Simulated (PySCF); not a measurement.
3-fluoro-3-methyloxetane (C4H7FO), SMILES CC1(F)COC1. Geometry optimised at PBE-D3(BJ)/def2-SVP.

All values below come from PBE-D3(BJ)/def2-SVP run with PySCF.

Harmonic wavenumbers (cm⁻¹): 92, 261, 295, 348, 419, 423, 635, 818, 878, 900, 930, 943, 989, 1024, 1114, 1123, 1162, 1206, 1245, 1247, 1333, 1350, 1405, 1415, 1425, 1454, 2933, 2946, 2979, 3004, 3005, 3075, 3082. Rotational constants (GHz): 5.467, 3.165, 2.886; symmetry number 1.

Q: Work out the zero-point energy and the ideal-gas rigid-rotor harmonic-oscillator thermochemistry at 298.15 K and 1 atm.

A: ZPE = ½ Σ hcν = ½ × 45457 cm⁻¹ = 64.98 kcal/mol. H − E(el) = 69.39 kcal/mol. Entropy in cal/(mol K): translation 39.41, rotation 26.27, vibration 11.36, total 77.03. G − E(el) = 46.42 kcal/mol. Cp = 23.98 cal/(mol K). Modes under 150 cm⁻¹ make the vibrational entropy uncertain.
